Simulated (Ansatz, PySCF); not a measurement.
Energy difference 2 R1 → P1 + P2, each structure at its B3LYP-D3(BJ)/def2-TZVP stationary point, reached from a drawn start (curvature not checked).
R1: SiH4 (SMILES [SiH4]), charge 0, multiplicity 1.
P1: Si2H6 (SMILES [SiH3][SiH3]), charge 0, multiplicity 1.
P2: H2 (SMILES [H][H]), charge 0, multiplicity 1.

P less R. No zero-point or thermal terms.

Frozen-core correlation throughout. CBS: X⁻³ extrapolation of the correlation energy, Hartree–Fock from the larger set.

Codes used: Ansatz (a quantum-chemistry and plane-wave program) with Gaussian orbitals; PySCF for the D3/D4 terms. All values are computed, each at the level named.

Q: What is the computed reaction energy (CCSD/cc-pV(T+d)Z)?

A: 26 kJ/mol

Q: Estimate the reaction energy that CCSD(T)/CBS(cc-pV(T+d)Z, cc-pV(Q+d)Z) returns for this input.

A: 19 kJ/mol

Q: Give the reaction energy at the level BHLYP-D3(BJ)/def2-TZVPP.

A: 27 kJ/mol
